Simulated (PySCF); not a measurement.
Several compounds and their computed core spectra got separated.

Theory: delta-SCF UKS SCAN, pcX-2 on the ionised atom, pcseg-1 elsewhere, spin-free X2C in PySCF 2.14.0. Geometries: PBE0-D3(BJ)/def2-SVP; isolated species, one conformer each.

Line lists (1s up to Mg, 2p3/2 beyond, nothing for Br; areas count atoms within a level, one atom standing for each set equivalent by bonding):
1. B 1s: 197.12 eV; C 1s: 289.71 (area 1), 290.15 (area 1), 290.20 (area 1), 290.32 (area 1) eV; O 1s: 539.15 eV
2. C 1s: 290.59 (area 1), 290.64 (area 1), 291.60 (area 1), 293.29 (area 1) eV; O 1s: 537.48 eV; P 2p3/2: 136.60 (area 1), 136.74 (area 1), 136.77 (area 1) eV
3. C 1s: 291.53 (area 1), 292.18 (area 1) eV; O 1s: 538.46 eV; Si 2p3/2: 106.28 (area 1), 106.28 (area 1) eV

Structures:
A. `CCCCB(O)O`
B. `O=Cc1pcpc(Br)p1`
C. `COC[SiH2][SiH3]`

**Question.** Which list belongs to which compound?

**Answer.** 
- 1 = A: no other candidate has this set of levels. B 1s: 197.12 three-coordinate boron; C 1s: 289.71 sp3 carbon bound to boron, 290.15 chain CH2 carbon, 290.20 chain CH2 carbon, 290.32 methyl carbon; O 1s: 539.15 boron-bound oxygen (×2).
- 2 = B: no other candidate has this set of levels. C 1s: 290.59 aromatic CH carbon, 290.64 substituted aromatic carbon, 291.60 aromatic C–Br carbon, 293.29 aldehyde carbon; O 1s: 537.48 aldehyde oxygen; P 2p3/2: 136.60 phosphorus bonded to 2 C, 136.74 phosphorus bonded to 2 C, 136.77 phosphorus bonded to 2 C.
- 3 = C: no other candidate has this set of levels. C 1s: 291.53 sp3 carbon bound to oxygen, 292.18 methoxy carbon; O 1s: 538.46 ether oxygen; Si 2p3/2: 106.28 SiH2 silicon, 106.28 SiH3 silicon.

Spin–orbit coupling isn't in the SCF: each 2p doublet comes from a relaxed spin-free hole plus a matrix of the shell (mean-field spin–orbit coupling and the ground-state 2p splitting), with 2p3/2 averaged over its two sublevels.
